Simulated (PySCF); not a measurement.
A calculated (PBE0, PySCF 2.14, aug-cc-pVQZ with one added diffuse shell each of s, p, d, f, g type, the non-relativistic Hamiltonian (point nucleus)) atom or ion has these occupied shells.

```tsv
shell	electrons	orbital energy (eV)	rms radius, mean of both spins (bohr)
1s α	1	-868.73	0.183
1s β	1	-867.12	0.183
2s α	1	-61.633	0.943
2p α	3	-36.626	1.01
2p β	3	-33.610	1.01
```

Problem. Name the element and its charge.

Solution. Ne⁺ (neon, charge +1), in [He] 2s1 2p6, 2S determinant (an excited configuration).
